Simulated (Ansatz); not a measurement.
H₃O₂ (SMILES O[OH2+]), charge +1, singlet, geometry from GFN2-xTB; PBE0/6-31G** (Ansatz, a program for electronic structure).

Here is a job for Ansatz.
Ansatz 0.2 input:
```yaml
crystal:
  periodic: [false, false, false]
  atoms:
    - {symbol: O, position_ang: [0.13464923, 0.56165021, -0.32045018]}
    - {symbol: O, position_ang: [-0.15653641, -0.64820873, 0.35880197]}
    - {symbol: H, position_ang: [1.08363793, 0.77080803, -0.07973702]}
    - {symbol: H, position_ang: [-0.42483443, -1.31694617, -0.30866757]}
    - {symbol: H, position_ang: [-0.48370607, 1.23860633, 0.08159027]}
basis:
  gaussian:
    orbitals: 6-31G__.json
hamiltonian:
  xc: pbe0
total_charge: 1
```
The basis file holds 6-31G** in the JSON format of the Basis Set Exchange.

Task: What does Ansatz print? Leave out banner, timings and long lists.

Result: 
```
Functional definition: PBE0
444 factors; their error is unknown
mean field evaluation 1: about -4119.6686 eV, gradient 6.4e1 eV
mean field evaluation 2: about -4118.4396 eV, gradient 7.0e1 eV
mean field evaluation 4: about -4126.7535 eV, gradient 7.5e-1 eV
mean field evaluation 8: about -4126.7534 eV, gradient 5.3e-3 eV
mean field -4126.75343523 eV, -151.6553915306 hartree, gradient 3.2e-5 eV, S^2 0.000000; 0 other end points of the search recorded, 0 dependent functions left out
reference -4126.75344482 eV, -151.6553918832 hartree; 9, 9 occupied and 36, 36 virtual orbitals, 444 factors
Total energy: -4126.75344482 eV, -151.6553918832 hartree
```
